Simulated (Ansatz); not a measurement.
`F[SiH2]C[SiH](F)F` → `FC[SiH2]F` + `F[SiH]` at 500 K and 1 bar (silylene formation by 1,1-elimination).

Computed with Ansatz on PBE0-D4/def2-TZVP structures; ΔE is electronic, products minus reactants. CBS: MP2 limit from def2 TZ/QZ plus the TZ coupled-cluster correction, frozen cores. This one scheme is used for every species. Each species was taken in one conformer, which may not be the lowest.

| species | CCSD(T)/CBS energy (Eh) | H − E (kJ/mol) | S (J/(mol·K)) |
| --- | --- | --- | --- |
| `F[SiH2]C[SiH](F)F` | -918.82142 | 217.6 | 465.8 |
| `FC[SiH2]F` | -529.16787 | 166.0 | 357.9 |
| `F[SiH]` | -389.46371 | 40.7 | 260.3 |

H − E and S are ideal-gas, rigid-rotor, harmonic terms from PBE0-D4/def2-TZVP, for one conformer and one mirror image of each species. 1 Eh = 2625.50 kJ/mol, R = 8.31446 J/(mol·K).

**Question.** By hand: ΔE, ΔH, ΔS and ΔG.

**Answer.** ΔE = (-529.16787) + (-389.46371) − (-918.82142) = 0.18984 Eh = 498.4 kJ/mol. Δ(H − E) = 166.0 + 40.7 − 217.6 = -10.9, so ΔH = 487.5 kJ/mol. ΔS = 357.9 + 260.3 − 465.8 = 152.4 J/(mol·K). ΔG = 487.5 − 500 × (152.4)/1000 = 411.3 kJ/mol.

**Question.** By hand: the equilibrium constant, and the temperature at which ΔG would vanish if ΔH and ΔS stayed fixed.

**Answer.** log₁₀ K = −ΔG/(RT ln 10) = -43.0. ΔG = 0 at ΔH/ΔS = 3199 K, far beyond where these terms or the molecules hold.

The number of gas molecules changes by +1, which sets the sign of ΔS. A doubt of 5 kJ/mol in ΔE shifts log₁₀ K by 0.5 here. Other conformers and mirror images would add mixing entropy, several J/(mol·K) or more a flexible species. Modes under 60 cm⁻¹, often nearly free rotors, make the harmonic entropy too high. These are equilibria of isolated gas molecules and say nothing of rates. Largest T1 diagnostic: 0.015 (customary marks: 0.02 for closed shells, 0.045 for open ones).
